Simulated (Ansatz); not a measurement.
`C=[C]([GaH2])[SnH3]` + `N#CO` → `N#C[O][GaH2]` + `C=[CH][SnH3]`  (ligand exchange at a Ga–C bond)

Program: Ansatz. Geometries: PBE0-D4/def2-TZVP. ΔE: electronic, gas phase. CCSD(T)/CBS adds triple-zeta CCSD(T) − MP2 to the extrapolated MP2 energy (def2 sets, frozen cores). This one scheme is used for every species. Elements past krypton have def2 core potentials. For Ga, Sn outer-core shells are correlated without core-valence functions, which leaves a few kJ/mol of doubt a bond. Scalar relativity is left out up to krypton. One conformer a species, not always the lowest.

| species | CCSD(T)/CBS(def2) energy (Eh) |
| --- | --- |
| `C=[C]([GaH2])[SnH3]` | -2218.21223 |
| `N#CO` | -168.48100 |
| `N#C[O][GaH2]` | -2093.04540 |
| `C=[CH][SnH3]` | -293.68430 |

(1) Work out ΔE.

Largest T1 diagnostic among the species: 0.015.

Results:

(1) ΔE = (-2093.04540) + (-293.68430) − (-2218.21223) − (-168.48100) = -0.03647 Eh = -95.8 kJ/mol.

At CCSD(T), def2-SVP lies −6.6 kJ/mol from the extrapolated value and def2-TZVPP −3.7 kJ/mol. Leaving LDA and LC-ωPBE aside and taking each functional with its dispersion term where it has one, the values, not all of them listed here, spread over 12.3 kJ/mol, from CAM-B3LYP-D4 to PBE-D4. LDA lies +6.5 kJ/mol from PBE without D4.
